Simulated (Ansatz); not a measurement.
Cost and result for the atomization energy of C₂H₄F₂Si (9 atoms, 7 bonds).

```xyz
9

F    -0.657   -2.011    1.083
Si   -1.604   -0.732    0.824
F    -2.036   -1.005   -0.706
C     0.482    1.071    0.233
C     0.943    0.172   -0.632
H    -0.207    1.852   -0.070
H     0.822    1.096    1.263
H     1.643   -0.599   -0.330
H     0.613    0.158   -1.665
```

Total charge 0; spin multiplicity 1. The bonds changed during the relaxation, so this is another structure than the one it started from. The geometry is a stationary point of PBE0-D4/def2-TZVP. Program: Ansatz. All runs use 2 threads of an Arm Neoverse V2 on a shared host. Times are those of one run each, without the atoms' runs, and a repeat can differ threefold. Electronic energies, without spin–orbit coupling; frozen cores. CCSD(T)/CBS adds CCSD(T) − MP2 in def2-TZVPP to the MP2 limit, and its time is that of the two runs behind it. T1 = 0.014. HSE06 is the plane-wave form, built on full-range PBE exchange.

CCSD(T)/CBS is a level of theory with its own doubt, some kJ/mol a heavy atom from the limit and from the frozen cores, so smaller differences don't rank the functionals.

| level | functions | wall time | atomization (kJ/mol) | difference from CCSD(T)/CBS | per bond |
| --- | --- | --- | --- | --- | --- |
| LDA (SPW92)/def2-TZVPP | 222 | 1.4 s | 4116.4 | 500.8 | 71.5 |
| BLYP-D4/def2-TZVPP | 222 | 2.3 s | 3626.6 | 11.0 | 1.6 |
| BHLYP-D4/def2-TZVPP | 222 | 3.2 s | 3484.4 | -131.2 | -18.8 |
| HSE06-D4/def2-TZVPP | 222 | 3.5 s | 3594.3 | -21.3 | -3.0 |
| CAM-B3LYP-D4/def2-TZVPP | 222 | 3.6 s | 3624.9 | 9.3 | 1.3 |
| CCSD(T)/def2-SVP | 94 | 5 s | 3389.1 | -226.5 | -32.4 |
| r2SCAN-D4/def2-TZVPP (with forces) | 222 | 5.5 s | 3604.8 | -10.8 | -1.6 |
| B2PLYP/def2-TZVPP | 222 | 6 s | 3577.2 | -38.4 | -5.5 |
| PBE-QIDH/def2-TZVPP | 222 | 6.5 s | 3564.6 | -51.0 | -7.3 |
| B97M-V/def2-TZVPP | 222 | 11 s | 3611.5 | -4.1 | -0.6 |
| MP2/def2-QZVPP | 418 | 22 s | 3659.1 | 43.5 | 6.2 |
| CCSD(T)/def2-TZVPP | 222 | 2.3 min | 3518.2 | -97.4 | -13.9 |
| CCSD(T)/CBS(def2) | – | 2.6 min | 3615.6 | 0.0 | 0.0 |

Leaving LDA and LC-ωPBE aside and taking each functional with its dispersion term where it has one, the values, not all of them listed here, spread over 196.4 kJ/mol, from BHLYP-D4 to PBE-D4. LDA lies +452.9 kJ/mol from PBE without D4, its usual overbinding. The D4 term adds +27.8 kJ/mol with B3LYP and +14.6 kJ/mol with PBE0; it sums over pairs of atoms, weighted by their polarisabilities, and B3LYP, whose exchange is more repulsive, gets the larger term. From PBE to PBE0 (25 % exact exchange), in def2-TZVPP and without D4, the atomization energy moves by −86.3 kJ/mol: exact exchange takes away binding that semilocal exchange gives to molecules.

B3LYP here is the variant with VWN-RPA as its local correlation; programs differ in this.
